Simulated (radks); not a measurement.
Species: Re I. Configuration: [Xe] 4f14 5d5 6s2 (the NIST ground configuration).

Calculated with a radial shooting solver on a logarithmic mesh with Libxc functionals: Dirac Kohn-Sham, PBE, spin-unpolarised, spherical densities, point nucleus; open shells fill j = l - 1/2 first.

Energy parts (eV):
part                       energy
total                  -454915.66
kinetic                 514591.17
electron-nucleus      -1138273.39
Hartree                 177826.17
exchange-correlation     -9059.60

Orbitals (lengths in bohr, moments of r in powers of bohr; r(max) is where P^2 peaks):
orbital  occ.  eigenvalue (eV)      <r>      <r^2>   r(max)  small-component weight
1s1/2       2        -71562.67  0.01803  0.0004477  0.01123                8.03e-02
2s1/2       2        -12398.11  0.07557   0.006816  0.06471                1.82e-02
2p1/2       2        -11861.57  0.06246   0.004859  0.04802                1.83e-02
2p3/2       4        -10421.71  0.07054   0.006057  0.05496                1.65e-02
3s1/2       2        -2869.782   0.1969    0.04446   0.1822                6.02e-03
3p1/2       2        -2630.659   0.1870    0.04075   0.1705                5.96e-03
3p3/2       4        -2317.966   0.2019    0.04731   0.1847                5.43e-03
3d3/2       4        -1917.091   0.1765    0.03659   0.1445                5.32e-03
3d5/2       6        -1849.229   0.1811    0.03839   0.1485                5.17e-03
4s1/2       2        -598.4736   0.4404     0.2192   0.4130                1.99e-03
4p1/2       2        -498.7624   0.4450     0.2256   0.4125                1.90e-03
4p3/2       4        -425.8170   0.4784     0.2605   0.4423                1.70e-03
4d3/2       4        -262.3140   0.4934     0.2822   0.4382                1.50e-03
4d5/2       6        -248.8388   0.5048     0.2952   0.4476                1.45e-03
5s1/2       2         -84.6214    1.037      1.209   0.9386                4.56e-04
5p1/2       2         -54.5372    1.138      1.469    1.004                3.77e-04
5p3/2       4         -43.5869    1.242      1.749    1.087                3.21e-04
4f5/2       6         -43.1018   0.5763     0.4132   0.4144                1.05e-03
4f7/2       8         -40.5910   0.5852     0.4265   0.4193                1.03e-03
6s1/2       2          -5.8641    3.088      10.92    2.572                5.10e-05
5d3/2       4          -5.6734    1.896      4.376    1.399                1.45e-04
5d5/2       1          -4.8057    1.990      4.849    1.446                1.33e-04

The highest occupied level is 5d5/2 at -4.806 eV. The density falls to 0.001 e/bohr^3 at r = 4.70 bohr. Summed over all electrons, <r^2> = 68.05 bohr^2, which gives a Langevin (diamagnetic) susceptibility term of -53.9 x 10^-6 cm^3/mol. For comparison, the ionisation energy in NIST's Atomic Spectra Database is 7.834 eV (measured). In exact Kohn-Sham theory the highest level is minus the ionisation energy, but local and semilocal functionals leave it too shallow, through self-interaction and a potential that decays too fast; potentials with the right tail come closer.

Beside tabulated values, note that spin-unpolarised runs miss the spin-polarisation part of the exchange energy of open shells.
